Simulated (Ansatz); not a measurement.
Basis sets compared for Te3Pd2. Total charge 0; singlet. Geometry r2SCAN-D4/def2-SVP. Ansatz on 4 threads of Arm Neoverse V2 on a shared host; times are rough, and most runs start from earlier orbitals.

```xyz
5

Pd   -0.442   -1.225    0.546
Pd   -1.726    0.946   -0.733
Te    2.077   -0.614    0.620
Te    0.279   -0.331   -1.771
Te   -0.188    1.224    1.338
```

In the def2 sets Pd, Te take a core potential; there is no spin–orbit coupling. The restricted singlet is unstable towards broken spin symmetry in Hartree–Fock (as tested in another run); at PBE-D4/def2-SVP, PBE-D4/def2-TZVP, PBE0-D4/def2-SVP, PBE0-D4/def2-TZVP this wasn't settled. No other spin state of charge 0 was run. Another isomer (singlet) lies 0.67 eV lower at PBE0-D4/def2-TZVP; other spin states weren't run for this one.

Binding counts from free atoms (Pd singlet, Te triplet) in the same basis, without a counterpoise term.

```json
{"level": "PBE-D4/def2-SVP", "functions": "140", "energy (Eh)": "-1060.0137", "HOMO (eV)": "-4.43", "LUMO (eV)": "-4.18", "binding per atom (eV)": "2.33", "wall time": "2.2 s"}
{"level": "PBE0-D4/def2-SVP", "functions": "140", "energy (Eh)": "-1059.9756", "HOMO (eV)": "-5.34", "LUMO (eV)": "-3.62", "binding per atom (eV)": "2.00", "wall time": "4.5 s"}
```

(1) Estimate the rows for PBE-D4/def2-TZVP (with forces), PBE0-D4/def2-TZVP.

Results:

(1) 
```csv
level,functions,energy (Eh),HOMO (eV),LUMO (eV),binding per atom (eV),wall time
PBE-D4/def2-TZVP (with forces),230,-1060.1229,-4.43,-4.14,2.41,5 s
PBE0-D4/def2-TZVP,230,-1060.0808,-5.32,-3.55,2.08,7.5 s
```
